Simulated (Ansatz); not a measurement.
System: PbBr, net charge 0, doublet state. 
Geometry from a B3LYP-D3(BJ)/def2-TZVP (Ansatz, a quantum-chemistry and plane-wave program) optimisation:
```xyz
2

Pb     0.0000     0.0000    -0.7892
Br     0.0000     0.0000     1.8489
```
Charge 0, spin multiplicity 2.

Property: vertical electron affinity (to the triplet state of charge -1; a negative value means that the extra electron is unbound and the number depends on the basis; each state is the SCF solution reached for its spin), in eV. Cores are frozen in the correlated levels unless marked. Open shells are spin-unrestricted. Spin-orbit coupling is left out. The frozen core is the preceding noble-gas configuration, with the filled d and f shells of earlier blocks. In def2 rows, elements after Kr have scalar-relativistic effective core potentials. Anions need diffuse functions: def2-D sets add few. CBS(X,Y): correlation extrapolated as X^-3; Hartree-Fock from the larger set.

```csv
level,program,vertical electron affinity (eV)
SVWN5/def2-TZVPD,Ansatz,1.51
BHLYP/def2-TZVPD,Ansatz,1.35
CAM-B3LYP/def2-TZVPD,Ansatz,1.44
CCSD/def2-SVPD,Ansatz,1.26
CCSD/def2-TZVPPD,Ansatz,1.36
CCSD/def2-QZVPPD,Ansatz,1.41
CCSD(T)/def2-SVPD,Ansatz,1.25
CCSD(T)/def2-TZVPPD,Ansatz,1.37
"CCSD(T)/CBS(def2-TZVPPD,def2-QZVPPD)",Ansatz,1.46
```
